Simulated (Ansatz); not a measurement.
Species: C$_{2}$H$_{8}$BN$_{2}$, net charge 0, doublet state. It need not be the lowest isomer of its formula. 
Structure (B3LYP-D3(BJ)/def2-TZVP (Ansatz, an electronic-structure program) minimum search):
```xyz
13

C      1.9752     0.4443    -0.4890
C      1.0435    -0.4561     0.2266
B     -0.5215    -0.1015     0.1180
N     -1.4483    -0.9386     0.7887
N     -0.9447     1.0183    -0.6301
H      2.2284     0.2782    -1.5274
H      2.3637     1.3374    -0.0184
H      1.2865    -0.4808     1.2962
H      1.1582    -1.4856    -0.1351
H     -2.4439    -0.7999     0.7806
H     -1.1614    -1.7381     1.3241
H     -1.9025     1.3013    -0.7429
H     -0.2824     1.6076    -1.1031
```
Charge 0, spin multiplicity 2.

Dipole moments at this geometry, in debye (magnitudes).

```tsv
level	program	dipole (D)
BLYP/def2-TZVPD	Ansatz	1.53
r2SCAN/def2-TZVPD	Ansatz	1.46
BHLYP/def2-TZVPD	Ansatz	1.35
r2SCANh/def2-TZVPD	Ansatz	1.43
r2SCAN0/def2-TZVPD	Ansatz	1.39
HSE06/def2-TZVPD	Ansatz	1.44
CAM-B3LYP/def2-TZVPD	Ansatz	1.42
wB97X-V/def2-TZVPD	Ansatz	…
CCSD(T)/aug-cc-pVDZ	Ansatz	…
```

Some entries are withheld; supply them.


- wB97X-V/def2-TZVPD, dipole (D): 1.43
- CCSD(T)/aug-cc-pVDZ, dipole (D): 1.44
